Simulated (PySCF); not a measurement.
Zr(Me)2(H)2 (C2H8Zr), SMILES [CH3][ZrH2][CH3], multiplicity 1.

The structure is a stationary point at B3LYP-D3(BJ)/def2-SVP. The multiplicity is an assumed one; other spin states were not compared. The def2 effective core potentials stand for the cores of Zr; spin–orbit coupling is left out.

Two levels are set side by side: PBE/def2-TZVPD (PySCF) and B3LYP/def2-TZVPD (PySCF). Same geometry, gas phase. Differences are taken from unrounded values.

| quantity | B3LYP |
|---|---|
| orbital gap (eV) | 5.72 |
| highest occupied level (eV) | -7.61 |
| lowest empty level (eV) | -1.89 |
| dipole moment (D) | 1.20 |
| mean polarisability (bohr³) | 80.5 |

What does PBE give, and how far is it from B3LYP? (Estimate from the structure and the level; the computed values follow.)


```tsv
quantity	PBE	PBE minus B3LYP
orbital gap (eV)	3.95	-1.78
highest occupied level (eV)	-6.55	1.06
lowest empty level (eV)	-2.60	-0.71
dipole moment (D)	1.27	0.07
mean polarisability (bohr³)	83.7	3.2
```

PBE's occupied levels lie high since its potential decays too fast outside the molecule; exact exchange lowers them and widens the gap. PBE's more diffuse valence density responds more strongly to a field. Differences between two approximate levels are no errors against the true value.

Rough cost on one machine, each run with all the roots and properties that it gave: B3LYP against PBE within a factor of 2.
